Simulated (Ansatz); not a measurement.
`CBNCO` and `OBNCO` differ in one atom or group.

Ansatz, PBE0-D4/def2-TZVP geometries, multiplicity 1. Each molecule was computed in one conformer, which needn't be the lowest.

```
                             property  `CBNCO`
HOMO–LUMO gap (B3LYP/def2-TZVPP) / eV     7.97
   HOMO energy (PBE0/def2-TZVPP) / eV    -7.97
    HOMO energy (PBE/def2-TZVPP) / eV    -6.48
    LUMO energy (PBE/def2-TZVPP) / eV    -0.49
  HOMO energy (B3LYP/def2-TZVPP) / eV    -7.74
  LUMO energy (B3LYP/def2-TZVPP) / eV     0.23
```

Q: Give the same properties after the change, and the shifts. (An estimate is asked.)

A: Computed: 
```tsv
property	`OBNCO`	shift
HOMO–LUMO gap (B3LYP/def2-TZVPP) / eV	7.81	-0.16
HOMO energy (PBE0/def2-TZVPP) / eV	-7.76	0.21
HOMO energy (PBE/def2-TZVPP) / eV	-6.28	0.20
LUMO energy (PBE/def2-TZVPP) / eV	-0.18	0.31
HOMO energy (B3LYP/def2-TZVPP) / eV	-7.52	0.22
LUMO energy (B3LYP/def2-TZVPP) / eV	0.29	0.06
```

B3LYP here is the variant with VWN-RPA as its local correlation; programs differ in this.
